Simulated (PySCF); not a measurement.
C4H3Cl2F, SMILES F[C@@H](Cl)C=C=CCl.

Geometry: TPSSh-D3(BJ)/def2-SVP. The structure was generated by enumeration; whether it is a known compound was not checked. One conformer was computed; it need not be the lowest.

Method: TDA-PBE/def2-SVPD (PySCF).

Vertical excitations. Gas-phase values at a fixed geometry.

Computed lowest excited states:
```
state  energy (eV)  λ (nm)      f                                                                main pairs
-----  -----------  ------  -----  ------------------------------------------------------------------------
S1            4.31     288  0.004                                                            HOMO→LUMO 99 %
S2            5.22     238  0.011                                        HOMO−2→LUMO 84 %, HOMO−1→LUMO 13 %
S3            5.44     228  0.053                      HOMO−4→LUMO 40 %, HOMO−1→LUMO 39 %, HOMO−2→LUMO 12 %
S4            5.48     226  0.000                                                          HOMO−3→LUMO 98 %
S5            5.69     218  0.020                                                        HOMO−1→LUMO+1 91 %
S6            5.82     213  0.058                      HOMO→LUMO+1 39 %, HOMO→LUMO+2 27 %, HOMO−4→LUMO 18 %
S7            6.05     205  0.007                                                        HOMO−2→LUMO+1 85 %
S8            6.24     199  0.000                                                        HOMO−3→LUMO+1 99 %
S9            6.34     196  0.069  HOMO→LUMO+2 30 %, HOMO−4→LUMO+1 18 %, HOMO−4→LUMO 17 %, HOMO−1→LUMO 13 %
S10           6.53     190  0.049                     HOMO→LUMO+3 58 %, HOMO−4→LUMO+1 21 %, HOMO→LUMO+2 9 %
T1            3.91     318      0                                                            HOMO→LUMO 99 %
T2            4.08     304      0                                        HOMO−1→LUMO 75 %, HOMO→LUMO+1 15 %
T3            4.30     288      0                                        HOMO→LUMO+1 80 %, HOMO−1→LUMO 15 %
T4            5.05     245      0                                                          HOMO−2→LUMO 94 %
```
Triplets are in the Tamm–Dancoff approximation.
